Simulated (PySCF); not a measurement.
Working out the ionisation energy of Cr

Cr [Ar] 3d5 4s1 (7S) → Cr⁺ [Ar] 3d5 (6S). Computed with PySCF 2.14 in x2c-TZVPPall with one added diffuse shell each of s, p, d, f type (7s6p5d3f1g, 80 functions), with the spin-free X2C one-electron Hamiltonian (Gaussian nucleus). Frozen: [Ne]. Energies in hartree (1 hartree = 27.21139 eV):

```csv
part,Cr (lower),Cr⁺ (upper)
UHF,-1049.643578,-1049.422492
CCSD correlation,-0.412803,-0.387508
(T),-0.011000,-0.008357
```

Question: What does Hartree-Fock give?

Answer: (-1049.422492) − (-1049.643578) = 0.221086 hartree = 6.016 eV.

Question: What do CCSD and CCSD(T) give?

Answer: The CCSD correlation energies differ by 0.025295 hartree = 0.688 eV and the triples by 0.002643 hartree = 0.072 eV, so CCSD gives 6.704 eV and CCSD(T) 6.776 eV.

Measured between the centres of the two terms (NIST): 6.767 eV, so CCSD(T) (valence and next inner shell) is off by 0.009 eV.

What remains against the reference includes basis incompleteness, the frozen core and higher excitations.
